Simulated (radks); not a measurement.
Valence configurations of La II (all share [Xe]). Method: scalar-relativistic Kohn-Sham, BLYP, spin-polarised, spherical densities, point nucleus; open shells are filled with parallel spins first (spin-orbit coupling, left out, can overturn this in heavy ions); computed with a radial shooting solver on a logarithmic mesh with Libxc functionals. Order these by energy: 5d2; 5d1.5 6p0.5; 4f0.5 5d1 6p0.5; 5d1 6p1; 5d1 6s1; 6s2; 5d0.5 6s1 6p0.5; 4f2; 5d1.5 6s0.5; 4f1 5d1.

Answer. From the lowest, in eV above it: 5d1 6s1 0.000; 5d1.5 6s0.5 0.032; 5d2 0.153; 6s2 0.683; 4f1 5d1 1.216; 4f0.5 5d1 6p0.5 1.418; 5d1.5 6p0.5 1.517; 5d0.5 6s1 6p0.5 1.657; 5d1 6p1 3.085; 4f2 4.507. NIST lists [Xe] 5d2 as the ground configuration; this level of theory puts 5d1 6s1 lower, by 0.153 eV. The energies are those of spherical high-spin densities, not of single terms.
